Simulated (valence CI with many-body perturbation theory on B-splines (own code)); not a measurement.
**E1 transitions of Mo XII**

Level of theory: valence CI with perturbative core correlation (CI+MBPT): three valence electrons over a frozen Dirac-Fock core [Ar] 3d10, a basis of 11 s, 11 p, 9 d, 7 f, 5 g, 2 h, 1 i functions for each j, with the one-electron correlation potential Σ1 (screened to all orders), the two-electron term Σ2, the three-electron term Σ3, Breit, model QED; selected single and double excitations, second order for the rest, scaled by the run's own slope (own B-spline code, finite nucleus).

No measured levels were compared; by estimate levels hold to about 250 cm⁻¹ or 0.2 % of their energy and the worst to 1 %, as in measured heavy ions of charge 2 to 7; those with d or f electrons hold less well.

Lines 151 to 200 of 276 in falling wavelength, among levels below 117.24 eV, chosen from the strongest by gf and those to the six lowest levels. Wavelengths and rates use the calculated energies, so an error of 1000 cm⁻¹ moves a line at 263.7 Å by 0.26 % and its rate by three times that or more. Electric multipoles are in the length gauge, E1 and E2 with the static RPA response of the core. Weak lines are less certain than strong ones. Lines between different terms over intervals too small for the method are left out, as are lines whose strength nearly cancels. Where a level lies close to another of its J and parity, the split of strength between their lines is uncertain. The highest levels of a list are the least certain.

Names give the largest LS component (configuration and term), which can be under half, so a name can repeat, a term be missing and a line seem to break the LS rules; names also repeat where a configuration has a term twice. Letters in brackets count levels of one name in rising energy.

```csv
λ vac (Å),Upper,Lower,A (s⁻¹),S (a.u.) with core polarisation,S without
263.7,4s 4p 4d 2D°_3/2 [a],4s 4p2 2D_3/2,2.72e+10,9.84e-01,1.08e+00
262.8,4s2 4f 2F°_7/2,4s2 4d 2D_5/2,9.89e+10,7.09e+00,7.62e+00
262.4,4s2 4f 2F°_5/2,4s2 4d 2D_5/2,7.34e+09,3.92e-01,4.22e-01
262.4,4s 4p 4d 2D°_5/2 [a],4s 4p2 2D_3/2,9.50e+09,5.08e-01,5.55e-01
261.5,4s 4p 4d 2P°_1/2 [a],4s 4p2 2S_1/2,5.75e+10,1.01e+00,1.11e+00
260.7,4p2 4d 2D_3/2 [b],4p3 2P°_1/2,1.36e+10,4.74e-01,5.16e-01
259.7,4s 4p 4d 4F°_3/2,4s 4p2 4P_1/2,2.90e+08,1.00e-02,1.09e-02
259.4,4s2 4f 2F°_5/2,4s2 4d 2D_3/2,9.62e+10,4.98e+00,5.35e+00
257.8,4s 4p 4d 2F°_5/2 [a],4s 4p2 2D_5/2,1.70e+10,8.64e-01,9.46e-01
257.0,4s 4p 4d 2P°_1/2 [b],4s 4p2 2P_3/2,1.69e+10,2.83e-01,3.10e-01
256.2,4p2 4d 2P_1/2 [b],4p3 2P°_1/2,5.46e+10,9.07e-01,9.90e-01
254.5,4s 4p 4d 4P°_5/2,4s 4p2 4P_5/2,8.34e+09,4.07e-01,4.45e-01
253.4,4s 4p 4d 2F°_5/2 [a],4s 4p2 2D_3/2,1.20e+10,5.77e-01,6.28e-01
253.1,4s 4p 4d 2P°_3/2 [b],4s 4p2 2P_3/2,5.54e+10,1.77e+00,1.94e+00
252.8,4p2 4d 4P_5/2,4p3 2D°_5/2,2.31e+10,1.11e+00,1.21e+00
252.7,4s2 4d 2D_3/2,4s2 4p 2P°_3/2,1.28e+10,4.08e-01,4.46e-01
252.5,4s 4p 4d 2P°_3/2 [a],4s 4p2 2P_1/2,6.86e+10,2.18e+00,2.38e+00
252.0,4s 4p 4d 4D°_3/2 [a],4s 4p2 4P_5/2,2.34e+09,7.40e-02,8.07e-02
251.5,4s 4p 4d 2D°_5/2 [b],4s 4p2 2P_3/2,1.02e+11,4.79e+00,5.24e+00
251.2,4p2 4d 4P_5/2,4p3 4S°_3/2 [b],2.83e+10,1.33e+00,1.45e+00
250.6,4p2 4d 4P_3/2,4p3 2D°_5/2,6.50e+09,2.02e-01,2.20e-01
250.0,4s2 4d 2D_5/2,4s2 4p 2P°_3/2,6.70e+10,3.10e+00,3.38e+00
249.8,4s 4p 4d 2D°_3/2 [b],4s 4p2 2S_1/2,7.58e+10,2.33e+00,2.55e+00
247.6,4p2 4d 2P_1/2 [a],4p3 4S°_3/2 [a],1.77e+10,2.66e-01,2.91e-01
246.5,4s 4p 4d 4P°_5/2,4s 4p2 4P_3/2,4.18e+10,1.85e+00,2.02e+00
245.1,4p2 4d 2D_5/2,4p3 2D°_5/2,2.21e+10,9.63e-01,1.05e+00
244.9,4s 4p 4d 2F°_7/2 [a],4s 4p2 2D_5/2,2.07e+10,1.20e+00,1.31e+00
244.4,4p2 4d 4P_1/2,4p3 4S°_3/2 [b],4.02e+10,5.79e-01,6.33e-01
244.2,4s 4p 4d 4D°_3/2 [a],4s 4p2 4P_3/2,9.40e+09,2.70e-01,2.95e-01
243.4,4s 4p 4d 2P°_1/2 [a],4s 4p2 2P_1/2,1.01e+10,1.43e-01,1.56e-01
242.8,4s 4p 4d 4D°_1/2,4s 4p2 4P_3/2,1.14e+09,1.62e-02,1.76e-02
242.6,4p2 4d 4P_5/2,4p3 4S°_3/2 [a],2.95e+10,1.25e+00,1.36e+00
242.0,4p2 4d 2D_3/2 [a],4p3 2D°_5/2,7.18e+09,2.01e-01,2.20e-01
241.2,4s 4p 4d 4D°_5/2,4s 4p2 4P_5/2,3.34e+10,1.39e+00,1.52e+00
241.1,4s 4p 4d 4D°_3/2 [b],4s 4p2 4P_5/2,1.51e+10,4.17e-01,4.56e-01
240.6,4p2 4d 2D_3/2 [a],4p3 4S°_3/2 [b],6.69e+10,1.84e+00,2.01e+00
240.6,4p2 4d 4P_3/2,4p3 4S°_3/2 [a],7.22e+10,1.99e+00,2.17e+00
240.5,4s 4p 4d 4D°_7/2,4s 4p2 4P_5/2,7.91e+10,4.34e+00,4.74e+00
239.6,4s 4p 4d 2D°_3/2 [a],4s 4p2 4P_5/2,6.57e+09,1.78e-01,1.95e-01
238.4,4s 4p 4d 2D°_5/2 [a],4s 4p2 4P_5/2,1.63e+10,6.56e-01,7.15e-01
237.7,4p2 4d 2F_5/2 [b],4p3 2D°_5/2,2.01e+10,7.99e-01,8.72e-01
236.3,4p2 4d 2F_5/2 [b],4p3 4S°_3/2 [b],6.38e+10,2.49e+00,2.71e+00
236.2,4s 4p 4d 4D°_3/2 [a],4s 4p2 4P_1/2,5.50e+10,1.43e+00,1.56e+00
236.2,4p2 4d 4P_1/2,4p3 4S°_3/2 [a],4.94e+10,6.43e-01,7.03e-01
235.8,4s2 4d 2D_3/2,4s2 4p 2P°_1/2,6.36e+10,1.65e+00,1.80e+00
235.7,4s 4p 4d 2P°_1/2 [b],4s 4p2 2P_1/2,4.12e+10,5.32e-01,5.82e-01
235.6,4p2 4d 2D_5/2,4p3 4S°_3/2 [a],4.95e+10,1.92e+00,2.08e+00
234.9,4s 4p 4d 4D°_1/2,4s 4p2 4P_1/2,8.38e+10,1.07e+00,1.17e+00
234.2,4s 4p 4d 4P°_1/2,4s 4p2 4P_3/2,5.71e+10,7.24e-01,7.91e-01
234.1,4s 4p 4d 4D°_5/2,4s 4p2 4P_3/2,2.85e+10,1.08e+00,1.18e+00
```
